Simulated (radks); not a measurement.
Question: Bi, configuration [Hg] 6p2 5f1 (not the ground configuration). Method: scalar-relativistic Kohn-Sham, PBE, spin-polarised, spherical densities, point nucleus; open shells are filled with parallel spins first (spin-orbit coupling, left out, can overturn this in heavy ions); computed with a radial shooting solver on a logarithmic mesh with Libxc functionals. Some entries of the table are withheld. Estimate them.

orbital  occ.  eigenvalue (eV)  <1/r> (bohr^-1)
1s up       1        -90695.15            103.4
1s down     1        -90695.12            103.4
2s up       1        -16300.27            24.28
2s down     1        -16300.26            24.28
2p up       3        -13940.70            21.22
2p down     3        -13940.68            21.22
3s up       1        -3939.434            8.996
3s down     1        -3939.418            8.996
3p up       3        -3265.516            8.110
3p down     3        -3265.498            8.110
3d up       5        -2589.739            7.603
3d down     5        -2589.723            7.603
4s up       1        -909.0490            3.879
4s down     1        -909.0227            3.879
4p up       3        -688.3068            3.479
4p down     3        -688.2784            3.480
4d up       5        -436.3054            3.131
4d down     5        -436.2731            3.131
5s up       1        -164.0474            1.645
5s down     1        -163.9701            1.645
4f up       7        -158.8394            2.745
4f down     7        -158.8021            2.745
5p up       3        -102.1160            1.409
5p down     3        -102.0373            1.409
5d up       5         -33.3942            1.062
5d down     5         -33.1337            1.069
6s up       1         -20.7906           0.5998
6s down     1         -19.5374           0.6081
6p up       2              (1)           0.4510
6p down     0              (2)           0.4507
5f up       1          -0.4731              (3)

Answer: 
(1) 6p up eigenvalue (eV): -10.2106
(2) 6p down eigenvalue (eV): -8.7445
(3) 5f up <1/r> (bohr^-1): 0.06755
